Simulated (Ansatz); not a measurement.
A made-up structure of GaH2Te, doublet:

```xyz
4
angstrom
Ga 0.7406 0.9650 -0.7644
Te -0.4846 -0.7901 0.6139
H 0.4718 -1.9594 1.3714
H -0.5664 1.6622 -1.1473
```

It is relaxed with PBE-D4/def2-SVP and then PBE0-D4/def2-TZVP (Ansatz 0.2.0). Atoms count as bonded within 1.22 times the sum of their covalent radii (H–H: 0.88 Å). The end point is not checked to be a true minimum.

(1) Does its bonding change? (Judge from chemistry; the calculation decides.)

## Answers

(1) Computed: No: no bond forms or breaks.

Where it ends: The first stage lowers the energy by 0.29 eV in 6 steps. It ends as GaH₂Te ([GaH][TeH]):
Ga1  (0.537, 0.755, -0.593)
Te2  (-0.714, -0.988, 0.778)
H3  (0.692, -1.756, 1.204)
H4  (-0.354, 1.867, -1.315)
(Å)

Labels in which every atom is bracketed show which atoms are joined, not bond orders.

For scale, one of the runs: PBE0-D4/def2-TZVP relaxation, 110 basis functions, launched by `ansatz run in.yaml --threads 2 --pin off --events-out ev --progress --plain --max-ram 4352MiB`. The run took about 19 s on 2 CPU threads of an Arm Neoverse V1 (shared host).
